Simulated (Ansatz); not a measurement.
Compare A (`C[SiH]1[CH2][Al]1[SH]`) with its isomer B (`C[C]1([SiH3])[AlH][S]1`).

Computed with Ansatz on PBE0-D4/def2-TZVP structures; ΔE is electronic, products minus reactants. CCSD(T)/CBS is the MP2 limit (def2-TZVPP, def2-QZVPP) plus CCSD(T) − MP2 in def2-TZVPP, frozen cores. Functionals use def2-TZVPP. B3LYP here is the variant with VWN-RPA as its local correlation; programs differ in this. Each species was taken in one conformer, which may not be the lowest.

Problem. Which is lower in electronic energy at CCSD(T)/CBS, and by how much? (Estimate.)

Solution. Ansatz gave: A, by 49.3 kJ/mol.

Problem. Give E(B) − E(A) in kJ/mol with ωB97M-V, B2PLYP, PBE-D4, B3LYP, B3LYP-D4, CCSD/def2-TZVPP, HF/def2-TZVPP. (An estimate is asked.)

Solution. Ansatz gave: ωB97M-V 51.3, B2PLYP 53.7, PBE-D4 63.2, B3LYP 61.3, B3LYP-D4 49.9, CCSD/def2-TZVPP 54.9, HF/def2-TZVPP 48.6. None reverses the order clearly.

Largest T1 diagnostic: 0.013.

The D4 term adds −11.4 kJ/mol with B3LYP and −5.7 kJ/mol with PBE0; it sums over pairs of atoms, weighted by their polarisabilities, and B3LYP, whose exchange is more repulsive, gets the larger term.
